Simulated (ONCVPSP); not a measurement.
## tantalum (Ta): one change to an ONCV potential, before and after

ONCVPSP 4.0.1 input, shortened (lines: element, Z, core and valence counts, functional; n l f; lmax; l rc ep ncon nbas qcut; lloc lpopt rc5 dvloc0; l nproj debl; icmod fcfact rcfact), PBE, scalar-relativistic:

```
  Ta 73.00   10    4        4      upf
    1    0    2.00
    2    0    2.00
    2    1    6.00
    3    0    2.00
    3    1    6.00
    3    2   10.00
    4    0    2.00
    4    1    6.00
    4    2   10.00
    4    3   14.00
    5    0    2.00
    5    1    6.00
    5    2    4.00
    6    0    1.00
    2
    0    2.05    0.00    4    8    7.10
    1    2.10    0.00    3    6    7.90
    2    2.30    0.00    3    8    6.80
    4    5    1.75    6.00
    0    2    1.20
    1    1    1.20
    2    3    1.10
    3    4.50    1.75
```

Change: local potential polynomial inside 1.75 bohr (lpopt 5, dvloc0 6.5 Ha).

Cutoffs: the cutoffs (Ha) at which the residual kinetic energy of the hardest occupied pseudo-wave falls to 1 and 0.1 mHa per electron; they do not see the model core or the augmentation charge, which bear on the density cutoff. Errors are all-electron minus pseudo energies relative to the spin-unpolarised reference configuration.

Q: Predict the effect on cutoff, ghosts and configuration errors.

A: The potential gets neither clearly harder nor softer (14 Ha and 18 Ha → 14 Ha and 18 Ha); the errors of the 4 common tests hardly move; the range in which the s phases agree widens (upper end 2.7 → 4.8); neither file shows a bound ghost.

```csv
quantity,base,changed
"cutoff, loose",14 Ha,14 Ha
"cutoff, tight",18 Ha,18 Ha
bound ghosts,none,none
GHOST(+) flags under 300 eV,s at 90.3 eV,none
"error for 5s2 5p6 5d3 6s2, meV [ΔE -2.09 eV]",-12,-12
"error for 5s2 5p6 5d3 6s1, meV [ΔE 6.37 eV]",-7.8,-7.6
"error for 5s2 5p6 5d3 6s0, meV [ΔE 21.35 eV]",-43,-43
"error for 5s2 5p6 5d2 6s2 6p1, meV [ΔE 0.89 eV]",-107,-115
s: phases at 2.08 bohr within 0.05 rad from the reference energy up to (Ha; the scan ends near 5),2.7,4.8
p: phases at 2.13 bohr within 0.05 rad from the reference energy up to (Ha; the scan ends near 5),0.5,0.5
d: phases at 2.34 bohr within 0.05 rad from the reference energy up to (Ha; the scan ends near 5),to the end of the scan,to the end of the scan
"rms error of d²Exc/dni dnj with the model core, mHa",3.32,3.32
```
